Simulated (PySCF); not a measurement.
## Dipole response of Os⁺ (osmium, charge +1)

[Xe] 4f14 5d6 6s1, high-spin 6D determinant. Computed with PySCF 2.14 in def2-TZVPPD with the def2 core potential (60 electrons) (6s5p3d2f1g, 59 functions), with a scalar-relativistic core potential. Coupled (time-dependent) response in atomic units; α is the mean over directions.

| method | mean α (bohr³) | α xx, yy, zz | C₆ (like pair) | S(−4) |
| --- | --- | --- | --- | --- |
| UHF | 29.93 | 29.90, 29.90, 30.00 | 236.5 | 418.5 |
| PBE | 24.19 | 24.60, 24.60, 23.36 | 189.5 | 230.2 |
| PBE0 | 24.97 | 25.29, 25.29, 24.33 | 195.9 | 251.7 |
| revPBE | 24.27 | 24.68, 24.68, 23.45 | 190.1 | 232.8 |

S(−4) is the Cauchy moment in α(ω) = α(0) + S(−4) ω² + …

Spin-orbit coupling is absent.

α(iu) at PBE:

```csv
u (hartree),α(iu) (bohr³)
0,24.19
0.0500,23.63
0.100,22.15
0.200,18.12
0.300,14.51
0.500,9.991
0.750,7.110
1.00,5.435
1.50,3.490
2.00,2.409
3.00,1.323
5.00,0.5594
```

For an ion, C₆ is the dispersion term alone; charge-induced terms of lower order in 1/R come first.

The components differ because the open shell of this determinant is not spherical; for a pure term their mean is the scalar polarisability.

Energies and moments cover only the electrons outside the core potential. Spin-orbit coupling, absent here, splits the open shell strongly.
